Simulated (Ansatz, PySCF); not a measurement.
This Ansatz (an electronic-structure program) input computes a PBE0/def2-TZVPD energy:

Ansatz 0.2 input:
```yaml
crystal:
  periodic: [false, false, false]
  atoms:
    - {symbol: Te, position_ang: [0.01908105, 0.00367800, 0.38463732]}
    - {symbol: I, position_ang: [1.41345611, -2.54479339, -0.23495626]}
    - {symbol: I, position_ang: [-1.43217714, 2.54118478, -0.14242375]}
basis:
  gaussian:
    orbitals: def2-TZVPD
hamiltonian:
  xc: {name: PBE0}
total_charge: -1
magnetization: {spin_polarized: true, initial_magnetization: 1}
output: {forces: true}
```

**Question.** Write an input for the same energy in PySCF and say what it gives.

**Answer.** 
```python
from pyscf import gto, scf, dft

mol = gto.M(
    atom='''
    Te    0.01908105    0.00367800    0.38463732
    I     1.41345611   -2.54479339   -0.23495626
    I    -1.43217714    2.54118478   -0.14242375
    ''',
    basis='def2-tzvpd',
    ecp='def2-tzvp',
    charge=-1,
    spin=1,
    verbose=4,
)

mf = dft.UKS(mol, xc='pbe0').density_fit(auxbasis='def2-universal-jkfit')
mf.grids.level = 3
mf.conv_tol = 1e-9
mf.max_cycle = 100
mf.max_memory = 1500
mf.kernel()
if not mf.converged:
    mf = mf.newton()
    mf.kernel(mf.make_rdm1())
for _ in range(2):
    mo, _, stable, _ = mf.stability(return_status=True)
    if stable:
        break
    mf.kernel(mf.make_rdm1(mo, mf.mo_occ))
mf.analyze()
```
It gives -863.63310 Eh, and Ansatz -863.63309 Eh, a difference of 0.01 mEh.
